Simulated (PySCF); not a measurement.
**Diatomic anions of Na with the chalcogens**

PBE0 with double-zeta basis sets in PySCF, for the lowest determinant that a PBE0 search found; no spin–orbit coupling. De refers to high-spin ground-configuration atoms (the charge goes to the atom of lower measured ionisation energy or higher electron affinity, which is not always the lowest computed limit). A positive dipole points towards Na; it is taken about the centre of mass and depends on that origin.

```json
{"M": "S", "basis": "def2-SVPD", "charged atom": "S−", "state (unpaired electrons)": "singlet (closed shell)", "Re (Å)": "2.425", "ωe (cm⁻¹)": "352", "De (eV)": "1.44", "μ (D)": "7.61"}
{"M": "Se", "basis": "def2-SVPD", "charged atom": "Se−", "state (unpaired electrons)": "singlet (closed shell)", "Re (Å)": "2.537", "ωe (cm⁻¹)": "286", "De (eV)": "1.45", "μ (D)": "5.57"}
{"M": "Te", "basis": "aug-cc-pVDZ/aug-cc-pVDZ-PP", "charged atom": "Te−", "state (unpaired electrons)": "singlet (closed shell)", "Re (Å)": "2.726", "ωe (cm⁻¹)": "249", "De (eV)": "1.41", "μ (D)": "4.80"}
```

The shortest bond is that of NaS⁻ (2.425 Å), the longest that of NaTe⁻ (2.726 Å).

The rows differ in basis set, which adds steps of its own.

Down a group the atoms grow and get heavier, so bonds lengthen and wavenumbers fall; this series shows no clear exception.

Spin–orbit coupling is left out, which matters for elements this heavy, above all for dissociation energies. For an ion De counts to the pair picked by the measured ionisation energies or electron affinities, which need not be the lowest pair at this level. The highest Kohn–Sham level is positive in some of these anions. Much of that is self-interaction error, but it also means that the finite basis helps to hold the extra electron.
